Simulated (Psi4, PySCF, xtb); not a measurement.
Approach curve of the dimer CH3F ··· BF3 (SMILES CF and FB(F)F). Monomers: optimised at B3LYP-D3(BJ) (def2-TZVP), held rigid. Orientation: a random orientation, not optimised. Only R, the distance of the centres of mass, is varied, so the lowest point isn't the relaxed dimer.

Geometry at R = 4.31 Å (first 5 atoms: monomer A):
```
9

C     -0.0635     0.0064    -0.0198
F      1.2565    -0.1277     0.3924
H     -0.6998     0.0951     0.8616
H     -0.3432    -0.8756    -0.5973
H     -0.1500     0.9018    -0.6368
F     -3.3230    -0.6834     3.9850
B     -2.1583    -0.8206     3.3880
F     -1.2637     0.1409     3.4654
F     -1.8882    -1.9179     2.7138
```

Computed with: RKS-B3LYP/6-31G* = restricted B3LYP/6-31G*, spherical d, no counterpoise correction in PySCF; GFN1-xTB (xtb); RHF/6-31G* = restricted Hartree-Fock/6-31G*, spherical d, no counterpoise correction in PySCF 2.14.0; SAPT0/jun-cc-pVDZ, frozen core (Psi4).

Interaction energies in kJ/mol; the last columns give the difference from SAPT0:

```
R / Å  RKS-B3LYP/6-31G*  GFN1-xTB  RHF/6-31G*  SAPT0/jun-cc-pVDZ  RKS-B3LYP/6-31G* − SAPT0/jun-cc-pVDZ  GFN1-xTB − SAPT0/jun-cc-pVDZ  RHF/6-31G* − SAPT0/jun-cc-pVDZ
-----  ----------------  --------  ----------  -----------------  ------------------------------------  ----------------------------  ------------------------------
3.67               6.80      3.96       15.05              14.19                                 -7.38                        -10.23                            0.86
3.94               0.51     -0.25        5.84               6.25                                 -5.74                         -6.50                           -0.42
4.13              -1.19     -1.17        2.71               3.57                                 -4.75                         -4.74                           -0.86
4.31              -1.72     -1.37        1.15               2.15                                 -3.86                         -3.52                           -1.00
4.50              -1.66     -1.28        0.38               1.32                                 -2.98                         -2.59                           -0.94
4.71              -1.26     -1.07        0.11               0.83                                 -2.09                         -1.90                           -0.72
5.02              -0.55     -0.78        0.17               0.51                                 -1.06                         -1.29                           -0.34
5.30              -0.08     -0.58        0.31               0.40                                 -0.48                         -0.98                           -0.08
5.79               0.22     -0.35        0.39               0.30                                 -0.07                         -0.65                            0.10
6.53               0.19     -0.16        0.29               0.21                                 -0.01                         -0.37                            0.08
7.54               0.11     -0.06        0.16               0.13                                 -0.02                         -0.19                            0.03
8.85               0.06     -0.02        0.08               0.07                                 -0.02                         -0.09                            0.01
```

RKS-B3LYP/6-31G* is furthest from SAPT0/jun-cc-pVDZ at 3.67 (-7.38 kJ/mol, below); its mean absolute difference over the points is 2.37 kJ/mol.

GFN1-xTB is furthest from SAPT0/jun-cc-pVDZ at 3.67 (-10.23 kJ/mol, below); its mean absolute difference over the points is 2.75 kJ/mol.

RHF/6-31G* is furthest from SAPT0/jun-cc-pVDZ at 4.31 (-1.00 kJ/mol, below); its mean absolute difference over the points is 0.45 kJ/mol.
